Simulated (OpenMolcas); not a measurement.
# Li: from RASSCF to RASPT2

```yaml
Program: OpenMolcas 26.06
Basis: ANO-RCC-VQZP [5s4p3d2f1g]
Scalar_Hamiltonian: DKH3, point nucleus
Active_space: 1 electron in 9 orbitals (RAS2 2s 2p; RAS3 3d, at most 1 electron)
State_averaging: 2S+1 = 2 even, 1 root; 2S+1 = 2 odd, 3 roots
Spin-orbit_coupling: state interaction with AMFI integrals over the reference wave functions, term energies averaged over their components
```

Methods on the same reference wave functions:
A. RASSCF
B. SS-RASPT2, IPEA 0.25 Eh, imaginary shift 0.1 Eh (closed shells correlated: 1s)

Energies in cm⁻¹ above 2s ²S_1/2, the measured ground level; measured values from NIST Handbook of Basic Atomic Spectroscopic Data.

```
     Level      A      B  Measured
 2s ²S_1/2    0.0    0.0       0.0
2p ²P°_1/2  14850  14886     14904
2p ²P°_3/2  14850  14886     14904
```

Deviations, from unrounded energies. A percentage is the sum of absolute deviations over the sum of measured energies, with the sign that they share, or ± where signs differ.

```csv
Against measurement,Levels,A,B
mean absolute deviation (cm-1),2,54,18
other configurations (%),2,-0.4,-0.1
```

B lies closest to measurement on these levels. The largest miss of B in the table is 2p ²P°_3/2, by -18 cm-1. The ranking rests on the paired levels alone, and a cruder setting can come out closer through cancelling errors.

The lowest spin-free term lies below A's lowest term by 0.034 hartree in B.

With one active electron outside closed inactive shells, the extra shells (3d) add no correlation to the reference. ANO sets are built for ground and valence states and can reach diffuse excited orbitals poorly. With one active electron the reference holds no correlation, so core polarisation is missing (holds for A). With one active electron, CASPT2 adds the correlation within the correlated inactive shells and between them and that electron, and leaves the splitting within a term as the reference gives it (holds for B). Computed and measured levels are paired by configuration, term and J; levels that our copy of the source lacks, or whose pairing is in doubt (as where it misses far off the trend of its configuration), stay unpaired and out of the deviations. Only configurations of the active space appear.

° marks odd parity.
